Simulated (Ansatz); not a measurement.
A single point on BGeH$_{7}$InNOS, SMILES `OB[N]([InH2])[GeH2][SH]`.

```yaml
crystal:
  periodic: [false, false, false]
  atoms:
    - {symbol: O, position_ang: [0.853499, -1.526436, 2.225617]}
    - {symbol: B, position_ang: [0.379481, -1.534965, 0.939158]}
    - {symbol: N, position_ang: [0.348830, -0.408434, 0.092915]}
    - {symbol: In, position_ang: [0.619335, 1.682518, 0.458478]}
    - {symbol: Ge, position_ang: [-0.440425, -0.501589, -1.530614]}
    - {symbol: S, position_ang: [-1.288939, 1.639945, -1.588459]}
    - {symbol: H, position_ang: [1.161552, -0.666556, 2.523715]}
    - {symbol: H, position_ang: [-0.027930, -2.607428, 0.564747]}
    - {symbol: H, position_ang: [-0.151675, 2.201876, 1.899890]}
    - {symbol: H, position_ang: [1.924318, 2.357663, -0.425097]}
    - {symbol: H, position_ang: [-1.591239, -1.505514, -1.680890]}
    - {symbol: H, position_ang: [0.503868, -0.493142, -2.743726]}
    - {symbol: H, position_ang: [-2.290654, 1.362051, -0.735723]}
basis:
  gaussian: {orbitals: def2-TZVPP}
hamiltonian: {xc: pbe}
correlation: {method: rpa}
```

```sh
$ ansatz run in.yaml --threads 2 --pin off --events-out ev --progress --plain --max-ram 32768MiB --backend cuda --devices 0, --max-vram 18GiB
```

It prints (some lines left out):

```
Functional definition: PBE
2173 factors; integrals over basis functions are off by at most 1.0e-3 eV
mean field evaluation 1: about -76823.7701 eV, gradient 9.8e1 eV
mean field evaluation 2: about -76823.7564 eV, gradient 9.8e1 eV
mean field evaluation 4: about -76832.2560 eV, gradient 5.6e1 eV
mean field evaluation 8: about -76841.5952 eV, gradient 1.9e0 eV
mean field evaluation 16: about -76841.6026 eV, gradient 4.2e-3 eV
mean field -76841.60260967 eV, -2823.8768107964 hartree, gradient 2.3e-6 eV, S^2 0.000000; 0 other end points of the search recorded, 0 dependent functions left out
21 core orbitals not correlated: weight in the atoms' cores, before any rotation towards them, 1.000 or more for the frozen orbitals, at most 0.000 for the correlated occupied ones
reference -76743.53542437 eV, -2820.2729082091 hartree; 27, 27 occupied and 283, 283 virtual orbitals, 2173 factors
Total energy: -76798.51849211 eV, -2822.2934986794 hartree
```

Hardware: 2 threads of an AMD EPYC 7R13 on a shared host and a share of an NVIDIA H100 80 GB. Wall time 15 s, peak host memory 1.5 GiB.
